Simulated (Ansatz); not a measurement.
`O[SiH2][TeH]` + H₂Se → `[SeH][SiH2][TeH]` + H₂O at 600 K and 1 bar (ligand exchange at the Si–O bond).

Calculated with Ansatz (gas phase, PBE0-D4/def2-TZVP geometries, no zero-point term in ΔE). CBS: MP2 limit from def2 TZ/QZ plus the TZ coupled-cluster correction, frozen cores. This one scheme is used for every species. Elements past krypton have def2 core potentials. For Se, Te outer-core shells are correlated without core-valence functions, which leaves a few kJ/mol of doubt a bond. Scalar relativity is left out up to krypton. Each species was taken in one conformer, which may not be the lowest.

```json
{"species": "`O[SiH2][TeH]`", "CCSD(T)/CBS energy (Eh)": "-634.44375", "H − E (kJ/mol)": "148.5", "S (J/(mol·K))": "398.1"}
{"species": "H₂Se", "CCSD(T)/CBS energy (Eh)": "-2401.89790", "H − E (kJ/mol)": "57.0", "S (J/(mol·K))": "244.8"}
{"species": "`[SeH][SiH2][TeH]`", "CCSD(T)/CBS energy (Eh)": "-2959.95331", "H − E (kJ/mol)": "136.7", "S (J/(mol·K))": "430.2"}
{"species": "H₂O", "CCSD(T)/CBS energy (Eh)": "-76.37941", "H − E (kJ/mol)": "76.8", "S (J/(mol·K))": "212.8"}
```

H − E and S are ideal-gas, rigid-rotor, harmonic terms from PBE0-D4/def2-TZVP, for one conformer and one mirror image of each species. 1 Eh = 2625.50 kJ/mol, R = 8.31446 J/(mol·K).

Q: By hand: ΔE, ΔH, ΔS and ΔG.

A: ΔE = (-2959.95331) + (-76.37941) − (-634.44375) − (-2401.89790) = 0.00893 Eh = 23.4 kJ/mol. Δ(H − E) = 136.7 + 76.8 − 148.5 − 57.0 = 8.0, so ΔH = 31.4 kJ/mol. ΔS = 430.2 + 212.8 − 398.1 − 244.8 = 0.1 J/(mol·K). ΔG = 31.4 − 600 × (0.1)/1000 = 31.3 kJ/mol.

Q: By hand: the equilibrium constant, and the temperature at which ΔG would vanish if ΔH and ΔS stayed fixed.

A: log₁₀ K = −ΔG/(RT ln 10) = -2.7. ΔG = 0 at ΔH/ΔS = 314000 K, far beyond where these terms or the molecules hold.

The number of gas molecules stays the same, so ΔS is small and ΔH decides. A doubt of 5 kJ/mol in ΔE shifts log₁₀ K by 0.4 here. Other conformers and mirror images would add mixing entropy, several J/(mol·K) or more a flexible species. These are equilibria of isolated gas molecules and say nothing of rates. Largest T1 diagnostic: 0.011 (customary marks: 0.02 for closed shells, 0.045 for open ones).
